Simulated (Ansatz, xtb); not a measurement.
**Two structures of BClHOSi+**

We compare X, `[Si]=[O+]BCl`, a singlet, with Y, a singlet given by its coordinates. Both are isolated ions in the gas phase, relaxed with PBE0-D3(BJ)/def2-SVP; the shapes shown needn't be the lowest conformers.

X (Å):

```yaml
atoms:
  - { symbol: B, position_ang: [0.2772, -0.4891, 1.2083] }
  - { symbol: Cl, position_ang: [0.5658, 0.5798, 2.5029] }
  - { symbol: O, position_ang: [-1.0267, -1.0486, 1.1003] }
  - { symbol: Si, position_ang: [-2.4650, -1.6732, 0.9711] }
  - { symbol: H, position_ang: [1.0755, -0.8120, 0.3797] }
```

Y (Å):

```yaml
atoms:
  - { symbol: B, position_ang: [-0.9610, 0.2975, -0.1823] }
  - { symbol: Cl, position_ang: [-2.5820, 0.7380, 3.3794] }
  - { symbol: O, position_ang: [-0.9121, 0.5897, 1.0043] }
  - { symbol: Si, position_ang: [-0.6582, 1.0893, 2.8547] }
  - { symbol: H, position_ang: [-1.0047, 0.0153, -1.3323] }
```

Close contacts (Å): B1–O3 1.22, Cl2–Si4 2.02, O3–Si4 1.93, B1–H5 1.18.

**Question.** Estimate which is lower in electronic energy at CCSD(T)/def2-TZVPP, and by roughly how much.

**Answer.** The CCSD(T)/def2-TZVPP calculation puts structure X lower, by 31.2 kJ/mol.

The same difference at several levels:

```json
{"level": "GFN2-xTB", "geometry": "GFN2-xTB", "E(Y) − E(X) (kJ/mol)": "+14.5", "departure from the last row (kJ/mol)": "−16.7", "job, with rough time for the two": "optimisation, 0.15 s"}
{"level": "HF/STO-3G", "geometry": "GFN2-xTB", "E(Y) − E(X) (kJ/mol)": "+34.9", "departure from the last row (kJ/mol)": "+3.7", "job, with rough time for the two": "single point, 0.22 s"}
{"level": "r2SCAN-D4/def2-SVP", "geometry": "GFN2-xTB", "E(Y) − E(X) (kJ/mol)": "+25.6", "departure from the last row (kJ/mol)": "−5.6", "job, with rough time for the two": "single point, 1.6 s"}
{"level": "PBE0-D3(BJ)/def2-SVP", "geometry": "PBE0-D3(BJ)/def2-SVP", "E(Y) − E(X) (kJ/mol)": "+23.9", "departure from the last row (kJ/mol)": "−7.3", "job, with rough time for the two": "optimisation, 14 s"}
{"level": "HF/def2-TZVPP", "geometry": "PBE0-D3(BJ)/def2-SVP", "E(Y) − E(X) (kJ/mol)": "+28.9", "departure from the last row (kJ/mol)": "−2.3", "job, with rough time for the two": "part of the CCSD(T) run"}
{"level": "MP2/def2-TZVPP", "geometry": "PBE0-D3(BJ)/def2-SVP", "E(Y) − E(X) (kJ/mol)": "+31.3", "departure from the last row (kJ/mol)": "+0.1", "job, with rough time for the two": "part of the CCSD(T) run"}
{"level": "CCSD(T)/def2-TZVPP", "geometry": "PBE0-D3(BJ)/def2-SVP", "E(Y) − E(X) (kJ/mol)": "+31.2", "departure from the last row (kJ/mol)": "", "job, with rough time for the two": "single point, 29 s"}
```

None of the levels shown reverses the order. The largest departure from CCSD(T)/def2-TZVPP is that of GFN2-xTB, 16.7 kJ/mol.

With harmonic frequencies from PBE0-D3(BJ)/def2-SVP (ideal gas, rigid rotor, one conformer each, 298.15 K, 1 atm): the zero-point term adds −4.0 kJ/mol; ΔH is +28.9 and ΔG +25.2 kJ/mol.

The correlated steps freeze 12 core orbitals. Run with Ansatz 0.2.0, xtb 6.7.1; the last row on 1 thread of Intel(R) Xeon(R) 6975P-C (Granite Rapids) on a shared host.
